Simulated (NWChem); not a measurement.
System: GeF cation, singlet

NWChem input:

```
start job
memory heap 200 mb stack 900 mb global 1100 mb
charge 1
geometry units angstroms
  F      0.054342    -0.029627    -1.349054
  Ge    -0.014213     0.007749     0.352834
end
basis spherical
  * library def2-svp
end
dft
  xc xpbe96 cpbe96
  disp vdw 4
  iterations 150
end
driver
  maxiter 120
end
task dft optimize
task dft freq
```

NWChem printed, in part:

```
             Northwest Computational Chemistry Package (NWChem) 7.3.0
             --------------------------------------------------------

 ORDER OF PRIMARY AXIS IS BEING SET TO 4
 C4V symmetry detected

                             Geometry "geometry" -> ""
                             -------------------------

 Output coordinates in angstroms (scale by  1.889725989 to convert to a.u.)

  No.       Tag          Charge          X              Y              Z
 ---- ---------------- ---------- -------------- -------------- --------------
    1 F                    9.0000     0.00000000     0.00000000    -1.32970008
    2 Ge                  32.0000     0.00000000     0.00000000     0.37397815

 Effective nuclear repulsion energy (a.u.)      89.4553002180

      Symmetry information
      --------------------

 Group name             C4v
 Group number             18
 Group order               8
 No. of unique centers     2

                                Z-matrix (autoz)
                                --------

 Units are Angstrom for bonds and degrees for angles

      Type          Name      I     J     K     L     M      Value
      ----------- --------  ----- ----- ----- ----- ----- ----------
    1 Stretch                  1     2                       1.70368

  pbe96 is a nonlocal functional; adding pw91lda local functional.

                           NWChem Geometry Optimization
                           ----------------------------

 maximum gradient threshold         (gmax) =   0.000450
 rms gradient threshold             (grms) =   0.000300
 maximum cartesian step threshold   (xmax) =   0.001800
 rms cartesian step threshold       (xrms) =   0.001200
 fixed trust radius                (trust) =   0.300000
 source of zmatrix                         =   autoz

          -------------------
          Energy Minimization
          -------------------

 Using diagonal initial Hessian
 Scaling for Hessian diagonals: bonds = 1.00  angles = 0.25  torsions = 0.10

          --------
          Step   0

                                 NWChem DFT Module
                                 -----------------

[...]

      ----------------------
      Optimization converged
      ----------------------

  Step       Energy      Delta E   Gmax     Grms     Xrms     Xmax
  ---- ---------------- -------- -------- -------- -------- --------
@    2   -2175.81625251 -4.0D-09  0.00000  0.00000  0.00001  0.00002
                                     ok       ok       ok       ok

                                Z-matrix (autoz)
                                --------

 Units are Angstrom for bonds and degrees for angles

      Type          Name      I     J     K     L     M      Value     Gradient
      ----------- --------  ----- ----- ----- ----- ----- ---------- ----------
    1 Stretch                  1     2                       1.70892   -0.00000

                         Geometry "geometry" -> "geometry"
                         ---------------------------------

 Output coordinates in angstroms (scale by  1.889725989 to convert to a.u.)

  No.       Tag          Charge          X              Y              Z
 ---- ---------------- ---------- -------------- -------------- --------------
    1 F                    9.0000     0.00000000     0.00000000    -1.33231861
    2 Ge                  32.0000     0.00000000     0.00000000     0.37659668

 Effective nuclear repulsion energy (a.u.)      89.1811600967

      Symmetry information
      --------------------

 Group name             C4v
 Group number             18
 Group order               8
 No. of unique centers     2

                Final and change from initial internal coordinates
                --------------------------------------------------

                                Z-matrix (autoz)
                                --------

 Units are Angstrom for bonds and degrees for angles

[...]

 Rotational Constants
 --------------------
 A=   0.000000 cm-1  (  0.000000 K)
 B=   0.381926 cm-1  (  0.549494 K)
 C=   0.381926 cm-1  (  0.549494 K)

 Temperature                      =   298.15K
 frequency scaling parameter      =   1.0000

 Linear Molecule

 Zero-Point correction to Energy  =    1.100 kcal/mol  (  0.001754 au)
 Thermal correction to Energy     =    2.636 kcal/mol  (  0.004200 au)
 Thermal correction to Enthalpy   =    3.228 kcal/mol  (  0.005144 au)

 Total Entropy                    =   54.207 cal/mol-K
   - Translational                =   39.481 cal/mol-K (mol. weight =  92.9203)
   - Rotational                   =   14.493 cal/mol-K (symmetry #  =        1)
   - Vibrational                  =    0.233 cal/mol-K

 Cv (constant volume heat capacity) =    5.667 cal/mol-K
   - Translational                  =    2.979 cal/mol-K
   - Rotational                     =    1.986 cal/mol-K
   - Vibrational                    =    0.701 cal/mol-K

[normal modes left out]

 ----------------------------------------------------------------------------
 Normal Eigenvalue ||           Projected Infra Red Intensities
  Mode   [cm**-1]  || [atomic units] [(debye/angs)**2] [(KM/mol)] [arbitrary]
 ------ ---------- || -------------- ----------------- ---------- -----------
    1       -0.000 ||    0.010762           0.248        10.491       6.253
    2        0.000 ||    0.000674           0.016         0.657       0.392
    3        0.000 ||    0.000674           0.016         0.657       0.392
    4        0.000 ||    0.016763           0.387        16.341       9.739
    5        0.000 ||    0.016763           0.387        16.341       9.739
    6      770.090 ||    0.057633           1.330        56.183      33.485
 ----------------------------------------------------------------------------
```

Level: PBE-D3(BJ)/def2-SVP. Low-valent species are run as closed-shell singlets; no triplet was tried in these runs.
